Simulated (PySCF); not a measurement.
Isomers of C6H14OSi2, mass 158.058 u with the commonest isotopes. Method used: PBE0/pcSseg-1 in PySCF (dipole) on a GFN2-xTB geometry, gas phase. One conformer each, none proved a minimum here; rigid rotors.

Question: Order these by dipole moment, largest first.
A. `[CH3:1][O:2][C@@H:3]1[CH2:4][CH:5]=[C:6]([SiH2:7][SiH3:8])[CH2:9]1` with C1–O2–C3–C4 -76°, C5–C6–Si7–Si8 -118°
B. `[CH2:1]=[CH:2][SiH2:3][SiH2:4][C:5]([CH3:6])([CH3:7])[CH:8]=[O:9]` with C1–C2–Si3–Si4 7°, C2–Si3–Si4–C5 162°, Si3–Si4–C5–C6 -67°, Si4–C5–C8–O9 -61°
C. `[CH3:1][O:2][C@@H:3]1[SiH2:4][CH:5]=[C:6]1[CH2:7][CH2:8][SiH3:9]` with C1–O2–C3–Si4 -77°, C5–C6–C7–C8 0°, C6–C7–C8–Si9 -67°
D. `[CH3:1][O:2][CH2:3][C@H:4]1[CH2:5][SiH2:6][CH:7]=[C:8]1[SiH3:9]` with C1–O2–C3–C4 171°, O2–C3–C4–C5 180°, C3–C4–C5–Si6 102°, C4–C5–Si6–C7 14°, C5–Si6–C7–C8 -8°, C3–C4–C8–C7 -109°

Answer: B (2.43 D), D (2.30 D), A (1.98 D), C (1.49 D).

Question: Order these by rotational constant B, smallest first.
A. `[CH3:1][O:2][C@@H:3]1[SiH2:4][CH:5]=[C:6]1[CH2:7][CH2:8][SiH3:9]` with C1–O2–C3–Si4 -77°, C5–C6–C7–C8 0°, C6–C7–C8–Si9 -67°
B. `[CH3:1][O:2][CH2:3][C@H:4]1[CH2:5][SiH2:6][CH:7]=[C:8]1[SiH3:9]` with C1–O2–C3–C4 171°, O2–C3–C4–C5 180°, C3–C4–C5–Si6 102°, C4–C5–Si6–C7 14°, C5–Si6–C7–C8 -8°, C3–C4–C8–C7 -109°
C. `[CH3:1][O:2][C@@H:3]1[CH2:4][CH:5]=[C:6]([SiH2:7][SiH3:8])[CH2:9]1` with C1–O2–C3–C4 -76°, C5–C6–Si7–Si8 -118°
D. `[CH2:1]=[CH:2][SiH2:3][SiH2:4][C:5]([CH3:6])([CH3:7])[CH:8]=[O:9]` with C1–C2–Si3–Si4 7°, C2–Si3–Si4–C5 162°, Si3–Si4–C5–C6 -67°, Si4–C5–C8–O9 -61°

Answer: C (533.3 MHz), A (622.2 MHz), D (686.0 MHz), B (830.0 MHz).

Question: Order these by rotational constant C, smallest first.
A. `[CH3:1][O:2][C@@H:3]1[SiH2:4][CH:5]=[C:6]1[CH2:7][CH2:8][SiH3:9]` with C1–O2–C3–Si4 -77°, C5–C6–C7–C8 0°, C6–C7–C8–Si9 -67°
B. `[CH3:1][O:2][CH2:3][C@H:4]1[CH2:5][SiH2:6][CH:7]=[C:8]1[SiH3:9]` with C1–O2–C3–C4 171°, O2–C3–C4–C5 180°, C3–C4–C5–Si6 102°, C4–C5–Si6–C7 14°, C5–Si6–C7–C8 -8°, C3–C4–C8–C7 -109°
C. `[CH3:1][O:2][C@@H:3]1[CH2:4][CH:5]=[C:6]([SiH2:7][SiH3:8])[CH2:9]1` with C1–O2–C3–C4 -76°, C5–C6–Si7–Si8 -118°
D. `[CH2:1]=[CH:2][SiH2:3][SiH2:4][C:5]([CH3:6])([CH3:7])[CH:8]=[O:9]` with C1–C2–Si3–Si4 7°, C2–Si3–Si4–C5 162°, Si3–Si4–C5–C6 -67°, Si4–C5–C8–O9 -61°

Answer: C (466.2 MHz), A (541.6 MHz), D (594.9 MHz), B (637.6 MHz).

```tsv
SMILES	point group	Ia (u·Å²)	Ib (u·Å²)	Ic (u·Å²)	κ	μa (D)	μb (D)	μc (D)
COC[C@H]1C[SiH2]C=C1[SiH3]	C1	292.18	608.92	792.60	-0.65	0.42	2.20	0.49
CO[C@@H]1[SiH2]C=C1CC[SiH3]	C1	266.44	812.18	933.05	-0.88	0.95	0.18	1.14
C=C[SiH2][SiH2]C(C)(C)C=O	C1	246.30	736.66	849.45	-0.87	1.29	2.06	0.17
CO[C@@H]1CC=C([SiH2][SiH3])C1	C1	229.05	947.72	1084.11	-0.92	1.72	0.98	0.09
```
